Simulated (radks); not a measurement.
Values are calculated unless marked as measured or tabulated.
Removal energies from the iridium ion Ir2+, [Xe] 4f14 5d7, by Delta-SCF beside the eigenvalue of the level emptied. Level of theory: scalar-relativistic Kohn-Sham, PBE, spin-polarised, spherical densities, finite nucleus; Fermi nuclear charge, rms radius of each element as measured or else 0.836 A^(1/3) + 0.57 fm (a radial shooting solver on a logarithmic mesh with Libxc functionals). Open shells are filled with parallel spins first.

removed from         final configuration  Delta-SCF (eV)  -eigenvalue (eV)
5d                         [Xe] 4f14 5d6          29.053            23.221
5p            [Kr] 4d10 4f14 5s2 5p5 5d7          78.580            71.377
4f                         [Xe] 4f13 5d7          91.777            79.578
5s            [Kr] 4d10 4f14 5s1 5p6 5d7          122.60            114.77
